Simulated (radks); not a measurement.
Values are calculated unless marked as measured or tabulated.
Br, 35 electrons, occupied as [Ar] 3d10 4s2 4p5.

Code: a radial shooting solver on a logarithmic mesh with Libxc functionals. Model: scalar-relativistic Kohn-Sham, PBE, spin-polarised, spherical densities, point nucleus; open shells are filled with parallel spins first; hard spherical wall at 7 bohr.

Energy parts (hartree):
total: -2606.41720
kinetic: 2662.83902
electron-nucleus: -6285.08076
Hartree: 1107.92841
exchange-correlation: -92.10387

Orbitals (lengths in bohr, moments of r in powers of bohr; r(90%) holds 90 % of the orbital's charge):
| orbital | occ. | eigenvalue (hartree) | <r^2> | <r^4> | r(90%) |
|---|---|---|---|---|---|
| 1s up | 1 | -489.4263 | 0.002461 | 0.00001561 | 0.0764 |
| 1s down | 1 | -489.4242 | 0.002461 | 0.00001561 | 0.0764 |
| 2s up | 1 | -63.68403 | 0.04236 | 0.003102 | 0.293 |
| 2s down | 1 | -63.68287 | 0.04236 | 0.003102 | 0.293 |
| 2p up | 3 | -56.16764 | 0.03350 | 0.002250 | 0.270 |
| 2p down | 3 | -56.16561 | 0.03350 | 0.002250 | 0.270 |
| 3s up | 1 | -8.74378 | 0.3498 | 0.1946 | 0.821 |
| 3s down | 1 | -8.74104 | 0.3498 | 0.1944 | 0.821 |
| 3p up | 3 | -6.37057 | 0.3729 | 0.2360 | 0.862 |
| 3p down | 3 | -6.36749 | 0.3727 | 0.2355 | 0.861 |
| 3d up | 5 | -2.44716 | 0.4334 | 0.4120 | 0.974 |
| 3d down | 5 | -2.44320 | 0.4320 | 0.4078 | 0.972 |
| 4s up | 1 | -0.74857 | 3.221 | 16.86 | 2.50 |
| 4s down | 1 | -0.71977 | 3.229 | 17.07 | 2.51 |
| 4p up | 3 | -0.29711 | 5.078 | 44.88 | 3.22 |
| 4p down | 2 | -0.26942 | 5.196 | 47.45 | 3.27 |
| 5s up | 0 | 0.06423 | 18.08 | 407.4 | 5.50 |
| 5s down | 0 | 0.07346 | 18.24 | 413.3 | 5.52 |
| 4d up | 0 | 0.14915 | 14.95 | 304.6 | 5.28 |
| 4d down | 0 | 0.16287 | 15.43 | 320.0 | 5.33 |
| 5p up | 0 | 0.18350 | 19.89 | 495.5 | 5.72 |
| 5p down | 0 | 0.19292 | 19.93 | 498.9 | 5.72 |

The highest occupied level is 4p down at -7.331 eV. Spin moment in Bohr magnetons: 1. The density falls to 0.001 e/bohr^3 at r = 4.15 bohr. Summed over all electrons, <r^2> = 39.63 bohr^2, which gives a Langevin (diamagnetic) susceptibility term of -31.4 x 10^-6 cm^3/mol. The pressure on the wall is 0.177 GPa.
